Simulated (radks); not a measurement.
Trend from Ni to Pt: ionisation energy by Delta-SCF between NIST ground configurations, and size. Calculated with a radial shooting solver on a logarithmic mesh with Libxc functionals: scalar-relativistic Kohn-Sham, LDA (Slater exchange, Perdew-Wang correlation), spin-unpolarised, spherical densities, finite nucleus; Fermi nuclear charge, rms radius of each element as measured or else 0.836 A^(1/3) + 0.57 fm.

| species | configuration | configuration of the ion | IE (eV) | NIST (eV) | kind | -e(HOMO) (eV) | outermost | <r> outermost (bohr) | r at 0.001 e/bohr^3 (bohr) |
|---|---|---|---|---|---|---|---|---|---|
| Ni | [Ar] 3d8 4s2 | [Ar] 3d9 | 6.548 | 7.640 | exp. | 5.860 (4s) | 4s | 2.78 | 4.30 |
| Pd | [Kr] 4d10 | [Kr] 4d9 | 9.387 | 8.337 | exp. | 4.309 (4d) | 4d | 1.59 | 4.08 |
| Pt | [Xe] 4f14 5d9 6s1 | [Xe] 4f14 5d9 | 9.531 | 8.959 | exp. | 5.957 (6s) | 6s | 2.91 | 4.35 |

Reference values: NIST Atomic Spectra Database (exp. = measured, semi-emp. = semi-empirical, theory = theoretical value adopted there). Spin polarisation and multiplet splitting are left out, so open shells lie too high by an amount that depends on their filling. Spin-orbit splitting is averaged out at the scalar-relativistic level.

Beside tabulated values, note that spin-unpolarised runs miss the spin-polarisation part of the exchange energy of open shells.
